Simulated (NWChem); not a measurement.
System: GeH₃SeI; SMILES [GeH3][Se]I

```xyz
6

Se     1.1419    -0.4557     0.0000
I     -0.2880     1.6392     0.0000
Ge    -0.6448    -2.0113     0.0000
H      0.0602    -3.3793     0.0000
H     -1.4927    -1.8210     1.2660
H     -1.4927    -1.8210    -1.2660
```
Atoms are numbered in this order, from 1.

All runs: NWChem. Medium grid unless said otherwise, to which SCAN and Minnesota functionals are sensitive. Coordinates come from a PBE0/def2-SVP optimisation. No frequency run checked for a minimum. def2 effective core potentials on I; no spin-orbit coupling.

Question: Order these by “orbital gap (eV)”, lowest first: KT2/def2-SVP; B3PW91/def2-SVP; M06-2X/def2-SVP.

Answer: KT2/def2-SVP (1.86), B3PW91/def2-SVP (3.43), M06-2X/def2-SVP (5.69)
